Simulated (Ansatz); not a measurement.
Species: 2-methyl-1-silylprop-2-en-1-one, C4H8OSi, net charge 0, singlet state. SMILES: C=C(C)C(=O)[SiH3]
Geometry: optimised at B3LYP-D3(BJ)/def2-TZVP (Ansatz, a program for electronic structure).

Wanted: atomisation energy, in kcal/mol. Conventions: no dispersion term unless named; open shells spin-unrestricted; no spin-orbit coupling; atomisation electronic, to ground-state atoms; non-relativistic; 6-31G* and kin with 6d, 5d where marked. Ab initio and DFT rows: single points at B3LYP-D3(BJ) geometries (Ansatz). The Hartree-Fock reference of C=C(C)C(=O)[SiH3] is unstable towards a lower, spin-broken solution.

```tsv
species	coefficient	E at HF/6-31G* (Ansatz), Eh	E at wB97M-V/def2-TZVPD (Ansatz), Eh
C=C(C)C(=O)[SiH3]	-1	-519.86471	-521.88588
C atom	+4	-37.68086	-37.84643
H atom	+8	-0.49823	-0.49411
O atom	+1	-74.78393	-75.07806
Si atom	+1	-288.83179	-289.35271
```

 1 Eh = 627.5095 kcal/mol.

Q: Compute it at each level from the table.

A: 
- HF/6-31G*: the sum of coefficient times E is 1.53971 Eh, or 966.18 kcal/mol. Result: 966.2 kcal/mol.
- wB97M-V/def2-TZVPD: the sum of coefficient times E is 2.11651 Eh, or 1328.13 kcal/mol. Result: 1328.1 kcal/mol.
